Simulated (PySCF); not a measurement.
Core-level binding energies of BMe2(SMe)

Compound: BMe2(SMe), C3H9BS.
Structure used (PBE0-D3(BJ)/def2-SVP), in Å, numbered top down from 1:
```
atom  x, y, z in Å
B1     0.5592    0.1028    0.2578
C2     1.9764    0.3358    0.8990
H3     2.4352    1.2360    0.4534
H4     2.6821   -0.5012    0.7971
H5     1.8578    0.5633    1.9730
C6    -0.5756    1.1937    0.3031
H7    -0.2606    2.1179    0.8099
H8    -1.4695    0.8092    0.8243
H9    -0.9131    1.4609   -0.7129
S10    0.3086   -1.4876   -0.5299
C11   -1.3932   -1.4602   -1.1561
H12   -2.1155   -1.3519   -0.3354
H13   -1.5737   -2.4177   -1.6622
H14   -1.5375   -0.6449   -1.8781
```

Method: PySCF 2.14.0, delta-SCF UKS SCAN, pcX-2 on the ionised atom, pcseg-1 elsewhere, spin-free X2C. Vertical ΔSCF values, vacuum level as zero.

Problem. What binding energy does each computed site have?

Solution. 
| atom(s) | environment | level | binding energy (eV) | above the level's lowest (eV) | count |
| --- | --- | --- | --- | --- | --- |
| S10 | sulfur bonded to B and C | S 1s | 2476.66 | 0.00 | 1 |
| C11 | carbon bonded to S and 3 H | C 1s | 291.23 | +1.30 | 1 |
| C2/C6 | carbon bonded to B and 3 H | C 1s | 289.93 | 0.00 | 2 |
| B1 | boron bonded to 2 C and S | B 1s | 195.42 | 0.00 | 1 |

Lowest listed C 1s: C2/C6, bonded to 3 H and B. Highest, 1.30 eV above it: C11, bonded to S and 3 H.

Problem. What is the longest wavelength that can ionise C 1s of C2/C6 vertically?

Solution. λ = hc/E = 12398.42 eV Å / 289.93 eV = 42.763 Å.

Problem. Which effective nuclear charge Zeff reproduces each element's mean 1s value in the hydrogen-like formula E = 13.606 eV × Zeff²?

Solution. B (Z = 5): mean 195.4 eV, Zeff = 3.79, Z − Zeff = 1.21; C (Z = 6): mean 290.4 eV, Zeff = 4.62, Z − Zeff = 1.38; S (Z = 16): mean 2476.7 eV, Zeff = 13.49, Z − Zeff = 2.51. Means run over the listed sites, weighted by atom count.

One atom of each set of topologically equivalent atoms was ionised and stands for the set; in this conformer not all members are related by symmetry, and their own values weren't computed. Not every level is listed. The structure is a single PBE0-D3(BJ)/def2-SVP conformer in the gas phase; no vibrational or solvent corrections.

Hardware: one thread of an Arm Neoverse V1, shared host with 32 logical CPUs at a one-minute load of 32. Cost: 30 s, 0.53 GiB resident at most.
